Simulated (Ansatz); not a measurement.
H4MoO4S (`[OH][Mo]([OH])([OH])([OH])=[S]`) at its PBE0-D4/def2-TZVP geometry, where that method's forces vanish. The species carries charge 0 and has multiplicity 1. Mo takes the def2 core potential.

```xyz
10

O    -0.2286    1.1424   -1.5542
Mo   -0.4330   -0.3109   -0.4167
O     0.8738    0.7958    0.6686
O     0.9045   -1.6206   -0.3653
O    -1.5456   -0.1449    1.0804
S    -1.7899   -1.4373   -1.5660
H     0.3910    1.7609   -1.1355
H     1.2695    0.6172    1.5229
H     1.6978   -1.2558    0.0458
H    -1.1395    0.4532    1.7199
```

Question: What forces (eV/Å) does B3LYP-D4/def2-TZVPP give on these atoms in Ansatz 0.2.0? (Estimate.)

Answer: The calculation gave: 
```
O1   0.053  0.352 -0.270
Mo2  0.052  0.040  0.048
O3   0.177  0.155  0.141
O4   0.312 -0.283  0.008
O5  -0.247  0.053  0.338
S6  -0.362 -0.299 -0.307
H7  -0.009  0.037 -0.053
H8   0.029  0.003  0.045
H9   0.031 -0.049  0.006
H10 -0.036 -0.009  0.044
```

B3LYP here is the variant with VWN-RPA as its local correlation; programs differ in this.
